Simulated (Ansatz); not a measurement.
Basis-set extrapolation for `C[Si]1(Cl)CN1` (PBE0-D4/def2-TZVP geometry, frozen core, Ansatz). Multiplicity 1, RHF reference.

```tsv
	def2-TZVPP	def2-QZVPP
HF	-882.221550	-882.249964
MP2 correlation	-0.859115	-0.924556
CCSD(T) correlation	-0.945584	not run
```

Energies in hartree. Use E(X) = E(∞) + A·exp(−7.88·√X) for Hartree–Fock and E(X) = E(∞) + B·X^(−2.97) for correlation, with X = 3 and 4, and add CCSD(T) minus MP2 of the smaller set to the MP2 limit.

Question: What is the CCSD(T) energy at the basis-set limit?

Answer: HF limit: -882.249964 + (-0.028414) × 0.13774 = -882.25388. MP2 limit: -0.924556 + (-0.065441) × 0.74074 = -0.97303. Higher-order term: -0.945584 − (-0.859115) = -0.08647. Total: -883.31338 hartree, 384.0 kJ/mol below CCSD(T)/def2-TZVPP.
